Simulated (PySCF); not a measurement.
# Reading the logs of faulty runs: FH5NSi2

Calculated results; nothing here was measured. The program is PySCF 2.14.0, an open-source quantum chemistry code, run on an isolated molecule that a program drew, which may never have been made. The molecule is FH5NSi2 (charge 0, doublet), drawn as the SMILES string `N[Si](F)[SiH3]`.

Each row is a Hartree-Fock (HF) and frozen-core CCSD(T) single point in the cc-pV(D+d)Z basis, meant for a local HF minimum. Run 1 is clean. Each other run has one planted mistake out of seven kinds, and not every kind appears here: one electron removed, one electron added, multiplicity raised by two, geometry at a saddle point, minimal basis STO-3G, one bond length entered in bohr, all coordinates scaled. The reference is restricted for singlets and unrestricted otherwise, and also for a bond in bohr. Adding or removing an electron swaps singlet and doublet. Electrons count all cores. HOMO and LUMO are orbital energies over both spins, the gradient is its largest component, and the lowest frequency (negative if imaginary) is given only where the gradient is small. Bond lengths are over the 8 bonds as drawn. T1 is the CCSD diagnostic: over 0.02 (restricted) or 0.045 (unrestricted) a single reference is doubtful.

Geometry of the clean run:
```xyz
9
FH5NSi2, angstrom
N     1.1773    1.2808    0.0600
Si   -0.4715    0.9468    0.4029
F    -0.9983    0.2088   -0.9500
Si   -0.7008   -0.5477    2.2408
H     1.4701    1.3667   -0.8966
H     1.7135    1.8832    0.6558
H    -0.0611   -1.8623    1.9913
H    -2.1379   -0.7519    2.5381
H    -0.0580    0.0842    3.4204
```

| run | electrons | basis functions | <S^2> | HOMO (eV) | LUMO (eV) | gradient (hartree/bohr) | lowest frequency (cm^-1) | mean bond (Å) | longest bond (Å) | T1 | HF (hartree) | CCSD(T) (hartree) | mistake |
|---|---|---|---|---|---|---|---|---|---|---|---|---|---|
| 1 | 49 | 99 | 0.762 | -8.11 | 1.76 | 8.7e-06 | 69 | 1.5227 | 2.380 | 0.0160 | -734.72273 | -735.31951 | no fault |
| 2 | 49 | 99 | 0.776 | -8.64 | 0.80 | 6.8e-02 | - | 1.6734 | 2.615 | 0.0201 | -734.65561 | -735.27001 | all coordinates scaled |
| 3 | 50 | 99 | 0.000 | -0.15 | 8.72 | 6.4e-02 | - | 1.5227 | 2.380 | 0.0140 | -734.69027 | -735.31443 | ? |
| 4 | 49 | 99 | 1.529 | -8.74 | 1.18 | 1.7e-02 | - | 1.6342 | 2.380 | 0.0531 | -734.58677 | -735.17533 | ? |

**Which mistake was planted in run 3, and what did it cost?**

It counts 50 electrons, one more than the clean run, at the same geometry and basis. So the mistake is: one electron added. Subtracting run 1 and multiplying by 627.51 kcal/mol a hartree, the energy moved by 20.4 kcal/mol in HF and 3.2 kcal/mol in CCSD(T).

**Which mistake was planted in run 4, and what did it cost?**

The mean bond changes by a factor of 1.073 and the longest by 1.000, so the molecule wasn't scaled as a whole. A length L in bohr read as angstrom grows by (1/0.5292 - 1) L = 0.890 L. The 8 bonds together grew by 8 x 0.1115 = 0.892 Å, which gives L = 1.003 Å. That is the length of one of the H-N bonds, 1.003 Å in the clean geometry. So the mistake is: one bond length entered in bohr. Subtracting run 1 and multiplying by 627.51 kcal/mol a hartree, the energy moved by 85.3 kcal/mol in HF and 90.5 kcal/mol in CCSD(T).

Cautions from the logs. Run 3: the added electron raises the CCSD(T) energy, so it isn't bound in this basis; run 4: T1 is over the limit, so its CCSD(T) energy is less reliable.
